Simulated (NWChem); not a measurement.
Species: MoN₂H₂BrCl; SMILES [NH]=[Mo](=[NH])([Cl])[Br]

Program: NWChem. Medium grid unless said otherwise, to which SCAN and Minnesota functionals are sensitive. Coordinates come from a PBE0/def2-SVP optimisation. No frequency run checked for a minimum. def2 effective core potentials on Mo; no spin-orbit coupling.

Task: Order these by “highest occupied level (eV)”, lowest first: LRC-wPBEh/def2-SVP; TPSS/def2-SVP; M06/def2-SVP; MPW1K/def2-SVP; B3LYP/def2-SVP.

Result: LRC-wPBEh/def2-SVP (-9.92), MPW1K/def2-SVP (-9.08), M06/def2-SVP (-8.15), B3LYP/def2-SVP (-7.77), TPSS/def2-SVP (-6.91)
